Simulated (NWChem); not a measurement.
System: CH7FSi2; SMILES F[Si@H](C)[SiH3]

Parts of the log:

```
             Northwest Computational Chemistry Package (NWChem) 7.3.0
             --------------------------------------------------------

                             Geometry "geometry" -> ""
                             -------------------------

 Output coordinates in angstroms (scale by  1.889725989 to convert to a.u.)

  No.       Tag          Charge          X              Y              Z
 ---- ---------------- ---------- -------------- -------------- --------------
    1 C                    6.0000    -1.35374300    -1.49915000    -0.28632600
    2 Si                  14.0000     0.10231800    -0.53450800     0.37515500
    3 F                    9.0000     1.46599500    -1.09388900    -0.33706100
    4 Si                  14.0000    -0.05059300     1.76142800    -0.09473700
    5 H                    1.0000    -2.28371200    -1.17718600     0.20915400
    6 H                    1.0000    -1.22122300    -2.57598200    -0.09740800
    7 H                    1.0000    -1.47198800    -1.35051100    -1.37039500
    8 H                    1.0000     0.25258700    -0.76227700     1.84488600
    9 H                    1.0000    -1.27003000     2.32361300     0.56834800
   10 H                    1.0000    -0.17028500     1.98398300    -1.56925200
   11 H                    1.0000     1.14898000     2.49663000     0.40976100

 Effective nuclear repulsion energy (a.u.)     221.1199301818

  xc_inp: hfexch multiplicative factor not found.
                              NWChem Property Module
                              ----------------------

  itol2e modified to match energy
  convergence criterion.

                                 NWChem DFT Module
                                 -----------------

 Summary of "ao basis" -> "ao basis" (spherical)
 ------------------------------------------------------------------------------
       Tag                 Description            Shells   Functions and Types
 ---------------- ------------------------------  ------  ---------------------
 C                           sto-3g                  3        5   2s1p
 Si                          sto-3g                  5        9   3s2p
 F                           sto-3g                  3        5   2s1p
 H                           sto-3g                  1        1   1s

  itol2e modified to match energy
  convergence criterion.

[...]

          -----------------------------------------
          Chemical Shielding Tensors (GIAO, in ppm)
          -----------------------------------------

                                NWChem CPHF Module
                                ------------------

  scftype          =     RHF
  nclosed          =       25
  nopen            =        0
  variables        =      250
  # of vectors     =        3
  tolerance        = 0.10D-03
  level shift      = 0.00D+00
  max iterations   =       50
  max subspace     =       30

 SCF residual:    4.0806572844093636E-006

Iterative solution of linear equations
  No. of variables      250
  No. of equations        3
  Maximum subspace       30
        Iterations       50
       Convergence  1.0D-04

   iter   nsub   residual    time
   ----  ------  --------  ---------
     1      3    1.69D+00       3.4
     2      6    6.42D-02       3.7
     3      9    1.62D-02       3.9
     4     12    5.29D-03       4.1
     5     15    6.77D-04       4.3
     6     18    6.63D-05       4.5

      Atom:    1  C
        Diamagnetic
    250.4704      4.7517      2.7483
      4.7517    247.8215      1.9032
      2.7483      1.9032    244.5222

        Paramagnetic
     -7.8612     -8.9866     -7.1780
     -8.9866      0.9252     -3.0684
     -7.1780     -3.0684      3.7616

        Total Shielding Tensor
    242.6092     -4.2349     -4.4297
     -4.2349    248.7467     -1.1652
     -4.4297     -1.1652    248.2838

           isotropic =     246.5466
          anisotropy =       7.5139

          Principal Components and Axis System
                 1           2           3
              251.5558    249.6790    238.4049

      1        -0.5634     -0.0520      0.8246
      2         0.6253     -0.6791      0.3844
      3         0.5400      0.7322      0.4151

      Atom:    2  Si
        Diamagnetic
    869.9832     -0.1951     -0.9543
     -0.1951    869.2897      0.9006
     -0.9543      0.9006    864.5756

        Paramagnetic
   -255.6723    -12.9948    -31.1982
    -12.9948   -299.7087     12.2382
    -31.1982     12.2382   -328.3757

        Total Shielding Tensor
    614.3108    -13.1899    -32.1524
    -13.1899    569.5810     13.1388
    -32.1524     13.1388    536.1999

           isotropic =     573.3639
          anisotropy =      85.7738

          Principal Components and Axis System
                 1           2           3
              630.5464    566.3147    523.2306

      1         0.8997      0.3129      0.3044
      2        -0.2688      0.9465     -0.1786
      3        -0.3440      0.0788      0.9356

      Atom:    3  F
        Diamagnetic
    474.3959    -13.4596    -16.4995
    -13.4596    447.6860      6.8427
    -16.4995      6.8427    448.6903

        Paramagnetic
     38.6677     84.9281    121.1727
     84.9281    205.5207    -37.2270
    121.1727    -37.2270    188.6307

        Total Shielding Tensor
    513.0636     71.4685    104.6732
     71.4685    653.2067    -30.3842
    104.6732    -30.3842    637.3210

           isotropic =     601.1971
          anisotropy =     148.7888

          Principal Components and Axis System
                 1           2           3
              700.3896    676.0869    427.1147

      1         0.5559      0.0774      0.8276
      2         0.3594      0.8754     -0.3233
      3         0.7495     -0.4772     -0.4588

      Atom:    4  Si
        Diamagnetic
    867.6042     -0.1565      0.0357
     -0.1565    873.3065     -0.8028
      0.0357     -0.8028    867.4014

[...]
```

Level: Hartree-Fock/STO-3G, GIAO. STO-3G and 3-21G are far too small for this property and stand as cheap habits. The geometry was optimised at PBE0/def2-SVP. The printed shielding anisotropy is the first printed principal value minus the mean of the other two.

Q: Reconstruct the input file.

A: Several could match; the one computed here: the input that was run:
```
start job
memory heap 200 mb stack 900 mb global 1100 mb
geometry units angstroms noautosym nocenter noautoz
  C     -1.353743    -1.499150    -0.286326
  Si     0.102318    -0.534508     0.375155
  F      1.465995    -1.093889    -0.337061
  Si    -0.050593     1.761428    -0.094737
  H     -2.283712    -1.177186     0.209154
  H     -1.221223    -2.575982    -0.097408
  H     -1.471988    -1.350511    -1.370395
  H      0.252587    -0.762277     1.844886
  H     -1.270030     2.323613     0.568348
  H     -0.170285     1.983983    -1.569252
  H      1.148980     2.496630     0.409761
end
basis spherical
  C library sto-3g
  Si library sto-3g
  F library sto-3g
  H library sto-3g
end
dft
  xc hfexch
  iterations 150
end
property
  shielding
end
task dft property
```
